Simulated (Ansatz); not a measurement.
Z-matrix (Å, degrees):
```
B
Cl 1 1.7555
Si 1 2.0210 2 119.00
H 3 1.4962 1 113.81 2 20.14
H 3 1.4984 4 109.47 1 -124.71
H 3 1.5020 4 108.63 5 -116.72
Si 1 2.0218 2 118.62 3 179.90
H 7 1.4963 1 113.48 2 24.65
H 7 1.4978 8 109.46 1 -125.05
H 7 1.5023 8 108.50 9 -116.80
```
Charge +1, spin multiplicity 2.

Method: Ansatz (a first-principles code) with frozen-core CCSD(T)/cc-pVTZ // PBE-D3(BJ)/def2-TZVP. The geometry is that of the parent before the electron was removed.

HF energy: -1065.26818 Ha
MP2 correlation energy: -0.51963 Ha

Question: Estimate the CCSD correlation energy, the (T) correction, the total energy and the T1 diagnostic.

Answer: 
```yaml
CCSD correlation energy: -0.58928 Ha
"(T) correction": -0.02569 Ha
CCSD(T) total energy: -1065.88314 Ha
T1 diagnostic: 0.022
```
